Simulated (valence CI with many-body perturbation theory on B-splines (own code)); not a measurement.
# Which ion has this spectrum?

A relativistic CI+MBPT calculation for an atom or ion with 7 electrons gives these levels (× 10³ cm⁻¹):

```
  J  Parity       E     g
3/2     odd    0.00  1.34
3/2     odd  4925.5  1.44
5/2     odd  5101.6  1.17
1/2     odd  5417.0  0.63
5/2    even  7063.4  1.46
1/2    even  7734.1  2.04
3/2    even  7746.1  1.18
3/2     odd   10354  1.29
3/2    even   12170  1.58
5/2    even   12466  1.28
1/2    even   12847  1.38
3/2    even   12929  1.03
3/2     odd   15289  1.31
1/2    even   17909  1.83
```

The energies are calculated, and their last digits are not significant.

Which is it?
A. Pr52+
B. Pm54+
C. Nd53+
D. Sm55+

D. Sm55+, ground level (2s^2 2p1/2^2 2p3/2) J=3/2.
